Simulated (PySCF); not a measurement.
A structure optimised at TPSSh-D3(BJ)/def2-TZVP, used in a PySCF frequency run:

```
Ge
O 1 1.6229
O 1 1.6229 2 180.00
```

**Question.** Write its SMILES, formula and point group.

**Answer.** [O]=[Ge]=[O], GeO2, D∞h

**Question.** What are its rotational constants (standard atomic weights)?

**Answer.** 5.9969 GHz (linear rotor, B only)
